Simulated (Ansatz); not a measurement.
BrCl₂FSn, SMILES `[F][Sn]([Cl])([Cl])[Br]`, relaxed with RKS PBE-D4/def2-SVP in Ansatz from a rough embedded geometry. The force threshold is 0.03 eV/Å; the program also tests the step.

Charge 0, multiplicity 1. Sn: def2 effective core potential.

Start:

```xyz
5

F    -2.022   -0.132   -0.294
Sn   -0.102    0.024   -0.024
Cl    0.957   -0.982   -1.840
Cl    0.562    2.219    0.056
Br    0.605   -1.130    2.102
```

(1) By how much does the energy fall, and how many steps does the optimiser take? (Best estimate.)

(2) Which bonds change most? (Estimate.)

(3) Give the relaxed structure. (Estimate.)

Answers

(1) Ansatz gave: 4.41 kJ/mol, in 2 steps.

(2) Ansatz gave: Sn2–Cl4 from 2.295 to 2.339 Å; Sn2–Br5 from 2.520 to 2.477 Å; Sn2–Cl3 from 2.331 to 2.339 Å; F1–Sn2 from 1.945 to 1.943 Å.

(3) Ansatz gave: 
```xyz
5

F    -1.966   -0.109   -0.261
Sn   -0.042    0.003   -0.015
Cl    0.945   -1.019   -1.873
Cl    0.509    2.275    0.053
Br    0.554   -1.149    2.095
```
